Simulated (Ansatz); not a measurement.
Calculated with Ansatz (gas phase, PBE0-D4/def2-TZVP geometries, no zero-point term in ΔE). CCSD(T)/CBS is the MP2 limit (def2-TZVPP, def2-QZVPP) plus CCSD(T) − MP2 in def2-TZVPP, frozen cores. This one scheme is used for every species. Functionals use def2-TZVPP. Elements past krypton have def2 core potentials. For Se, Zr outer-core shells are correlated without core-valence functions, which leaves a few kJ/mol of doubt a bond. Scalar relativity is left out up to krypton. One conformer a species, not always the lowest.

Consider the ligand exchange at a Zr–Cl bond: `[OH][Zr]([F])([F])[Cl]` + H₂Se → `[OH][Zr]([F])([F])[SeH]` + HCl.

(1) Is it downhill or uphill in electronic energy at CCSD(T)/CBS, and by how much? (An estimate is asked.)

(2) What do these levels give: r2SCAN-D4, ωB97M-V, PBE, HF/def2-TZVPP, SCS-MP2/def2-TZVPP, HF/CBS(def2)? (An estimate is asked.)

Largest T1 diagnostic among the species: 0.017.

## Answers

(1) The calculation gave: Uphill: ΔE = +59.4 kJ/mol.

(2) The calculation gave: r2SCAN-D4 64.0, ωB97M-V 65.2, PBE 60.8, HF/def2-TZVPP 73.9, SCS-MP2/def2-TZVPP 60.6, HF/CBS(def2) 74.5 kJ/mol.

In def2-TZVPP, CCSD(T) changes the Hartree–Fock value by −15.2 kJ/mol (the triples alone add −2.2 kJ/mol) and MP2 by −16.8 kJ/mol.
